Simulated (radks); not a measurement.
Initial-state core-level shifts of the europium ion Eu3+ when its valence configuration changes from [Xe] 4f6. All-electron calculation, scalar-relativistic Kohn-Sham, SCAN, spin-polarised, spherical densities, finite nucleus; open shells are filled with parallel spins first (spin-orbit coupling, left out, can overturn this in heavy ions); meta-GGA in the generalised Kohn-Sham scheme; Fermi nuclear charge, rms radius 5.1115 fm. Program: a radial shooting solver on a logarithmic mesh with Libxc functionals. Shifts are changes of the shell-averaged eigenvalues in eV (positive: less bound); the change of the density at the nucleus, which sets a Mossbauer isomer shift, is in e/bohr^3, on a base of 6.055e+05.

valence           1s       2s       4d       5s  density at nucleus
4f5 5d1       -8.115   -8.813   -8.534   -4.122              +34.28
4f5.5 5d0.5   -3.966   -4.303   -4.192   -2.051              +16.80
4f4 5d2      -16.900  -18.395  -17.587   -8.250              +71.14
4f5 6p1      -12.517  -13.357  -12.936   -8.242              +40.97
4f3 5d2 6s1  -30.021  -32.602  -30.749  -15.320             +190.48
4f4 5d1 6p1  -21.515  -23.173  -22.188  -12.426              +79.78
